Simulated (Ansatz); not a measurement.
# InCl (SMILES [Cl][In]): the energy, rung by rung

InCl: 2 atoms, total charge 0, spin state singlet. As SMILES, `[Cl][In]`. Geometry: a GFN2-xTB relaxation, a rough one for these elements and not checked as a minimum.

```xyz
2

Cl    0.0000    0.0000    0.0000
In    0.0000    0.0000    2.3857
```

Each level gives the energy change with the Cl1–In2 bond stretched from 2.386 to 5.964 Å (eV). The values are calculated.

```csv
level,kind,program,value (eV),less FCI/STO-3G,CPU time (all runs)
HF/STO-3G (restricted),Hartree–Fock,Ansatz,6.02,+0.23,1.3 s
revPBE/STO-3G (restricted),GGA,Ansatz,4.89,-0.90,4.5 s
r2SCAN/STO-3G (restricted),meta-GGA,Ansatz,5.21,-0.58,12 s
PBE0/STO-3G (restricted),global hybrid,Ansatz,5.54,-0.25,16 s
r2SCAN0/STO-3G (restricted),hybrid meta-GGA,Ansatz,5.64,-0.15,39 s
wB97X/STO-3G (restricted),range-separated hybrid,Ansatz,6.21,+0.42,19 s
B2PLYP/STO-3G (restricted),double hybrid,Ansatz,5.10,-0.69,16 s
CCSD(T)/STO-3G (restricted),coupled cluster or CI,Ansatz,6.03,+0.24,2.1 s
FCI/STO-3G,exact in the basis,Ansatz,5.79,0.00,2.8 s
```

FCI/STO-3G is exact within its basis and frozen core, so for wave-function methods in that basis the difference is their error; functionals converge differently with the basis, so for them it is only a difference. All-electron rows without a relativistic Hamiltonian named are non-relativistic. The first shape isn't each level's own minimum. The values span 4.89 to 6.21 eV. All rows use very small basis sets, so none should be taken for the real molecule's value. In the correlated wave-function rows the outer d shell of In is correlated, in sets not made for it. In so small a basis fixed costs decide the times, and correlated methods can beat functionals. Times are those of the runs behind each value, whatever else they computed, on shared processors of several kinds: orders of magnitude only.
